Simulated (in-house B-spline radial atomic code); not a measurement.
The numbers below are computed, except where a source is named.
# Tc in an electron gas of r_s = 1.5: phase shifts, screening and friction

A nucleus sits in a uniform electron gas with a rigid positive background. The Kohn-Sham equations are solved self-consistently in the spin-unpolarised LDA (PW92), non-relativistic, on B-splines with outgoing waves at the boundary and partial waves to l = 8. The model has no lattice, no bands and no magnetic solution. Atomic units; δ_l are the phase shifts at the Fermi level, counted so that each bound state adds π, and good to about 0.0005.

The density parameter is r_s = 1.5 bohr.

| l | δ_l (rad) |
| --- | --- |
| 0 | 11.3561 |
| 1 | 8.9388 |
| 2 | 5.4263 |
| 3 | 0.2264 |
| 4 | 0.0493 |
| 5 | 0.0125 |
| 6 | 0.0034 |
| 7 | 0.0008 |
| 8 | 0.0001 |

Bound levels below the band bottom (hartree): s -17.13, p -14.03, d -8.321, s -1.693, p -0.8202 and deeper ones.

**Question.** Check the Friedel sum rule, and say where the screening charge sits.

**Answer.** k_F = (9π/4)^(1/3)/r_s = 1.27944. The rule is Z = (2/π) Σ (2l + 1) δ_l. The terms are s 7.230, p 17.072, d 17.272, f 1.009 and 0.407 beyond, in all 42.990 against Z = 43. Bound states hold 8 s, 18 p, 10 d electrons, so the scattering states carry 6.99 in all; where a term is smaller than its bound count, the bound level has drawn weight out of the band.

**Question.** Find the transport cross section and the electronic stopping of a 10 keV Tc ion (mass 97.91 u).

**Answer.** σ_tr = (4π/k_F²) Σ (l + 1) sin²(δ_l − δ_(l+1)). The terms for l = 0 to 3 are 0.4390, 0.2628, 2.3417, 0.1242, all together 3.1750, so σ_tr = 7.677 × 3.1750 = 24.373 bohr². With n = 3/(4π r_s³) = 0.07074, the friction coefficient is Q = n k_F σ_tr = 2.2058. For v well below v_F = 1.279, dE/dx = Q v; with 24801 eV per u at v = 1, v = √(10000/(24801 × 97.91)) = 0.0642, so dE/dx = 0.14155 hartree/bohr = 72.8 eV/nm. The largest term couples the d and f waves.
